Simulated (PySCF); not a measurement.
Geometry (Å), atoms numbered from 1 in this order:
```xyz
17

C     2.396    0.201    1.040
Si    1.489   -0.807   -0.255
C    -0.133    0.023   -0.802
C    -1.255   -0.102    0.211
F    -0.781    0.240    1.483
Si   -2.763    1.016   -0.137
H     2.661    1.192    0.641
H     1.748    0.347    1.917
H     3.323   -0.297    1.360
H     2.346   -0.973   -1.473
H     1.159   -2.174    0.264
H    -0.455   -0.440   -1.751
H     0.083    1.083   -1.030
H    -1.579   -1.158    0.267
H    -3.787    0.854    0.936
H    -3.360    0.642   -1.456
H    -2.303    2.436   -0.185
```

Geometry: PBE0-D3(BJ)/def2-SVP; GIAO shifts from PySCF 2.14.0 with density-fitted response routines, gas phase, non-relativistic, averaged over equivalent atoms.

At PBE0/pcSseg-1 (171 basis functions, 19 s wall time on 1 thread of an Arm Neoverse V2, shared host):
```json
{"atoms": "C4", "δ (ppm)": "87.4"}
{"atoms": "C3", "δ (ppm)": "20.2"}
{"atoms": "C1", "δ (ppm)": "-4.2"}
{"atoms": "Si2", "δ (ppm)": "-33.6"}
{"atoms": "Si6", "δ (ppm)": "-61.7"}
{"atoms": "F5", "δ (ppm)": "-232.9"}
{"atoms": "H14", "δ (ppm)": "4.79"}
{"atoms": "H11", "δ (ppm)": "4.24"}
{"atoms": "H10", "δ (ppm)": "4.21"}
{"atoms": "H15/H16/H17", "δ (ppm)": "3.95"}
{"atoms": "H13", "δ (ppm)": "1.27"}
{"atoms": "H12", "δ (ppm)": "0.79"}
{"atoms": "H7/H8/H9", "δ (ppm)": "0.38"}
```

Referencing at the same level of theory: TMS for ¹³C (σ = 184.41 ppm) and ²⁹Si (σ = 351.99 ppm) and ¹H (σ = 31.27 ppm); ¹⁹F (σ = 177.25 ppm) against CFCl3.

Question: What do these become at CAM-B3LYP/pcSseg-1?

Answer: 
```csv
atoms,δ at CAM-B3LYP/pcSseg-1,change
C4,88.8,+1.4
C3,20.3,+0.1
C1,-4.3,-0.1
Si2,-34.5,-0.9
Si6,-62.6,-0.9
F5,-228.8,+4.1
H14,4.72,-0.07
H11,4.16,-0.08
H10,4.11,-0.10
H15/H16/H17,3.87,-0.08
H13,1.19,-0.08
H12,0.70,-0.09
H7/H8/H9,0.36,-0.02
```

δ = σ(ref) − σ, references computed at the same level: TMS for ¹³C (182.45 ppm), ²⁹Si (343.41 ppm), ¹H (31.33 ppm); CFCl3 for ¹⁹F (189.10 ppm).

The largest change is at F5 (fluorine on an sp3 carbon). Cost: 171 basis functions, 24 s wall time on 1 thread of an Arm Neoverse V2, shared host. The order of the carbon signals is the same at both levels.

Unscaled 19F shifts against computed CFCl3 carry errors that often reach 10 to 50 ppm.
